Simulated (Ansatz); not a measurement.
The cluster Pt₂H₃⁻. The state is a singlet with charge -1. Geometry r2SCAN-D4/def2-TZVPD.

```xyz
5

Pt    0.275    0.851    0.847
Pt   -0.749   -0.630   -0.749
H    -1.495    0.699    0.310
H     1.836    0.773    1.124
H     0.133   -1.692   -1.532
```

In the def2 sets Pt takes a core potential; there is no spin–orbit coupling. The restricted singlet is unstable towards broken spin symmetry at other levels; at PBE-D4/def2-TZVPD, r2SCAN-D4/def2-TZVPD, B97M-V/def2-TZVPD, PBE0-D4/def2-TZVPD this wasn't settled. At PBE-D4/def2-TZVPD the highest occupied level of the charge -1 singlet lies above zero (up to 0.05 eV). The electron is either unbound and held by the finite basis, or the level is raised by self-interaction error. Another isomer (singlet) lies 0.73 eV lower at PBE0-D4/def2-TZVPD; other spin states weren't run for this one.

Problem. Estimate the orbital energies around the gap (eV) in Ansatz with PBE-D4/def2-TZVPD, r2SCAN-D4/def2-TZVPD, B97M-V/def2-TZVPD, PBE0-D4/def2-TZVPD.

Solution. 
```json
{"orbital": "HOMO−5", "PBE-D4/def2-TZVPD": "-0.99", "r2SCAN-D4/def2-TZVPD": "-1.24", "B97M-V/def2-TZVPD": "-1.24", "PBE0-D4/def2-TZVPD": "-2.40"}
{"orbital": "HOMO−4", "PBE-D4/def2-TZVPD": "-0.70", "r2SCAN-D4/def2-TZVPD": "-0.93", "B97M-V/def2-TZVPD": "-0.90", "PBE0-D4/def2-TZVPD": "-1.92"}
{"orbital": "HOMO−3", "PBE-D4/def2-TZVPD": "-0.60", "r2SCAN-D4/def2-TZVPD": "-0.86", "B97M-V/def2-TZVPD": "-0.82", "PBE0-D4/def2-TZVPD": "-1.85"}
{"orbital": "HOMO−2", "PBE-D4/def2-TZVPD": "-0.46", "r2SCAN-D4/def2-TZVPD": "-0.70", "B97M-V/def2-TZVPD": "-0.72", "PBE0-D4/def2-TZVPD": "-1.83"}
{"orbital": "HOMO−1", "PBE-D4/def2-TZVPD": "0.04", "r2SCAN-D4/def2-TZVPD": "-0.18", "B97M-V/def2-TZVPD": "-0.15", "PBE0-D4/def2-TZVPD": "-1.19"}
{"orbital": "HOMO", "PBE-D4/def2-TZVPD": "0.05", "r2SCAN-D4/def2-TZVPD": "-0.16", "B97M-V/def2-TZVPD": "-0.07", "PBE0-D4/def2-TZVPD": "-1.16"}
{"orbital": "LUMO", "PBE-D4/def2-TZVPD": "0.26", "r2SCAN-D4/def2-TZVPD": "0.39", "B97M-V/def2-TZVPD": "0.45", "PBE0-D4/def2-TZVPD": "1.18"}
{"orbital": "LUMO+1", "PBE-D4/def2-TZVPD": "2.84", "r2SCAN-D4/def2-TZVPD": "3.17", "B97M-V/def2-TZVPD": "2.74", "PBE0-D4/def2-TZVPD": "3.27"}
{"orbital": "LUMO+2", "PBE-D4/def2-TZVPD": "2.94", "r2SCAN-D4/def2-TZVPD": "3.34", "B97M-V/def2-TZVPD": "2.91", "PBE0-D4/def2-TZVPD": "3.38"}
{"orbital": "LUMO+3", "PBE-D4/def2-TZVPD": "3.07", "r2SCAN-D4/def2-TZVPD": "3.38", "B97M-V/def2-TZVPD": "3.07", "PBE0-D4/def2-TZVPD": "3.48"}
{"orbital": "LUMO+4", "PBE-D4/def2-TZVPD": "3.27", "r2SCAN-D4/def2-TZVPD": "3.78", "B97M-V/def2-TZVPD": "3.31", "PBE0-D4/def2-TZVPD": "3.63"}
{"orbital": "LUMO+5", "PBE-D4/def2-TZVPD": "3.45", "r2SCAN-D4/def2-TZVPD": "3.96", "B97M-V/def2-TZVPD": "3.43", "PBE0-D4/def2-TZVPD": "3.73"}
```
